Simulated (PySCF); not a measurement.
C2H7Ga. Atoms are numbered in the order given.

```xyz
10

Ga    -0.0002    -0.3280     0.0000
H      0.0016    -1.9094     0.0000
C      0.0000     0.6147     1.7302
H      0.8889     0.3287     2.3166
H     -0.0099     1.7092     1.6233
H     -0.8768     0.3130     2.3269
C      0.0000     0.6147    -1.7302
H      0.8889     0.3287    -2.3166
H     -0.8768     0.3130    -2.3269
H     -0.0099     1.7092    -1.6233
```
Charge 0, spin multiplicity 1.

Coordinates come from a PBE0-D3(BJ)/def2-SVP optimisation. The structure was generated by enumeration; whether it is a known compound was not checked.

The numbers are results of PBE/def2-TZVPD run with PySCF, not measurements.

Symmetry labels are those of the subgroup Cs that the program uses (full group Cs).

Task: List the valence orbital energies around the gap with their symmetry. (The exact figures need the calculation; the answer reports its results.)

Result: 
```json
[
 {"orbital": "HOMO−7", "symmetry": "A\"", "energy (eV)": "-16.34"},
 {"orbital": "HOMO−6", "symmetry": "A'", "energy (eV)": "-10.18"},
 {"orbital": "HOMO−5", "symmetry": "A'", "energy (eV)": "-9.60"},
 {"orbital": "HOMO−4", "symmetry": "A'", "energy (eV)": "-9.52"},
 {"orbital": "HOMO−3", "symmetry": "A\"", "energy (eV)": "-9.35"},
 {"orbital": "HOMO−2", "symmetry": "A\"", "energy (eV)": "-9.33"},
 {"orbital": "HOMO−1", "symmetry": "A'", "energy (eV)": "-6.60"},
 {"orbital": "HOMO", "symmetry": "A\"", "energy (eV)": "-6.48"},
 {"orbital": "LUMO", "symmetry": "A'", "energy (eV)": "-1.77"},
 {"orbital": "LUMO+1", "symmetry": "A'", "energy (eV)": "-0.51"},
 {"orbital": "LUMO+2", "symmetry": "A\"", "energy (eV)": "0.15"},
 {"orbital": "LUMO+3", "symmetry": "A'", "energy (eV)": "0.55"}
]
```
